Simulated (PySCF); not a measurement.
C₃H₉ClOSi, SMILES C[Si@H](Cl)COC. Geometry optimised at B3LYP-D3(BJ)/def2-SVP. The structure was generated by enumeration; whether it is a known compound was not checked. The values are those of a single conformer.

Computed equilibrium geometry at B3LYP-D3(BJ)/def2-SVP (PySCF confirms it by a frequency run) as bond lengths and angles (one conformer of several):
Atoms: C1 O2 C3 Si4 C5 Cl6 H7 H8 H9 H10 H11 H12 H13 H14 H15. Bonds (Å): C1–O2 1.403, C1–H7 1.109, C1–H8 1.100, C1–H9 1.109, O2–C3 1.410, C3–Si4 1.893, C3–H10 1.111, C3–H11 1.114, Si4–C5 1.867, Si4–Cl6 2.090, Si4–H12 1.490, C5–H13 1.100, C5–H14 1.101, C5–H15 1.103. Bond angles (°): O2–C1–H7 111.8, O2–C1–H8 107.9, O2–C1–H9 111.8, H7–C1–H8 108.7, H7–C1–H9 107.9, H8–C1–H9 108.7, C1–O2–C3 113.9, O2–C3–Si4 107.9, O2–C3–H10 111.7, O2–C3–H11 111.4, Si4–C3–H10 110.3, Si4–C3–H11 109.2, H10–C3–H11 106.2, C3–Si4–C5 110.0, C3–Si4–Cl6 108.7, C3–Si4–H12 108.8, C5–Si4–Cl6 109.3, C5–Si4–H12 112.7, Cl6–Si4–H12 107.2, Si4–C5–H13 111.8, Si4–C5–H14 108.9, Si4–C5–H15 110.1, H13–C5–H14 109.1, H13–C5–H15 108.6, H14–C5–H15 108.3.
Charge 0, spin multiplicity 1.
